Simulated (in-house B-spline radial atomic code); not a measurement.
Ba8+: [Ar] (3d3/2)4 (3d5/2)5 4s2 4p6 4d10 5s2 5p1 (with a hole in an inner shell)

Method: Dirac-Hartree-Fock, average of the jj configuration, Fermi nucleus of rms radius 4.8378 fm. Calculated with an all-electron radial atomic-structure program (B-spline basis).

Z_r = [3n² - l(l+1)]/(2<r>); Z_e = n√(-2ε); the last column is Slater's effective charge. Values are occupation-weighted means over j. An effective charge above Z reflects the relativistic contraction of the inner shells.

```csv
shell,electrons,ε (eV),<r> (bohr),Z_r,Z_e,Slater
1s,2,-37821,0.02557,58.65,52.72,55.70
2s,2,-6220.3,0.1091,54.99,42.76,51.85
2p,6,-5597.9,0.09593,52.12,40.57,51.85
3s,2,-1468.2,0.2886,46.78,31.16,44.75
3p,6,-1261.9,0.2864,43.65,28.89,44.75
3d,9,-965.02,0.264,39.77,25.27,35.20
4s,2,-398.76,0.6603,36.35,21.65,29.10
4p,6,-327.77,0.6972,32.99,19.63,29.10
4d,10,-220.79,0.76,27.63,16.11,17.85
5s,2,-134.61,1.45,25.87,15.73,13.00
5p,1,-116.51,1.578,23.13,14.63,13.00
```

The least bound orbital is 5p3/2 at -115.4 eV, and it is also the most diffuse (<r> = 1.593 bohr). The part-filled 3d shell lies below the filled 5s shell in orbital energy.

For the 1s electron the small component carries 4.28 % of the norm, the zero-frequency Breit interaction raises the level by 97.86 eV, self-energy by 56.64 eV, and vacuum polarisation lowers it by 8.185 eV.
